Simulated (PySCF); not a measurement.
# Working out the ionisation energy of Cd⁺

Cd⁺ [Kr] 4d10 5s1 (2S) → Cd²⁺ [Kr] 4d10 (1S). Calculation: PySCF 2.14, in def2-TZVPPD with the def2 core potential (28 electrons); scalar relativity through the core potential. Frozen: nothing. Energies in hartree (1 hartree = 27.21139 eV):

| part | Cd⁺ (lower) | Cd²⁺ (upper) |
| --- | --- | --- |
| UHF | -166.614243 | -166.041460 |
| MP2 opposite-spin | -0.435917 | -0.409680 |
| MP2 same-spin | -0.219615 | -0.199674 |

What does Hartree-Fock give?

(-166.041460) − (-166.614243) = 0.572783 hartree = 15.586 eV.

What do MP2 and SCS-MP2 (6/5 opposite-spin, 1/3 same-spin) give?

The opposite-spin parts differ by 0.714 eV and the same-spin parts by 0.543 eV. MP2: 15.586 + (0.714) + (0.543) = 16.843 eV. SCS-MP2: 15.586 + 1.2 × (0.714) + (0.543)/3 = 16.624 eV.

Measured between the centres of the two terms (NIST): 16.908 eV, so MP2 (valence and next inner shell) is off by -0.065 eV.

What remains against the reference includes basis incompleteness and correlation beyond second order.
